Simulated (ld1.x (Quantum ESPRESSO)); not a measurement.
An all-electron radial function and its pseudo partner (arsenic (As))

Columns: radius, all-electron u(r) and pseudo u(r) of the 4p shell (level -5.19 eV) of arsenic in the configuration [Ar] 3d10 4s2 4p3; PBE, scalar-relativistic, RRKJ scheme, ld1.x (Quantum ESPRESSO) 7.5.

```tsv
r (bohr)	all-electron	pseudo
0.098	0.1689	0.0033
0.195	0.0462	0.0130
0.292	-0.1528	0.0291
0.390	-0.2650	0.0518
0.488	-0.2735	0.0811
0.585	-0.2116	0.1163
0.682	-0.1121	0.1575
0.780	0.0029	0.2049
0.878	0.1182	0.2571
0.975	0.2247	0.3124
1.072	0.3197	0.3696
1.170	0.4027	0.4271
1.268	0.4724	0.4820
1.365	0.5290	0.5315
1.463	0.5747	0.5746
1.560	0.6096	0.6090
1.658	0.6356	0.6353
1.755	0.6533	0.6532
1.852	0.6639	0.6639
1.950	0.6685	0.6685
2.047	0.6679	0.6679
2.145	0.6629	0.6629
2.242	0.6543	0.6543
2.340	0.6426	0.6426
2.438	0.6285	0.6285
2.535	0.6126	0.6126
```

Problem. How many radial nodes do the two functions have?

Solution. The all-electron 4p function has n − l − 1 = 2; the pseudo-wave has 0, since the states of the same l below it are removed with the core.

Problem. At about which radius was the pseudo-wave matched?

Solution. 1.95 bohr. The columns agree to 0.0005 from 1.66 bohr on; several derivatives are matched, so the curves merge somewhat inside the radius.

Problem. Where does each function peak?

Solution. Outermost all-electron maximum near 1.95 bohr, pseudo maximum near 1.95 bohr (to the table’s step).

Problem. Is the pseudo-wave norm-conserving?

Solution. Yes: the RRKJ scheme keeps the norm inside the radius equal to the all-electron one, which fixes the energy derivative of the logarithmic derivative at the level.
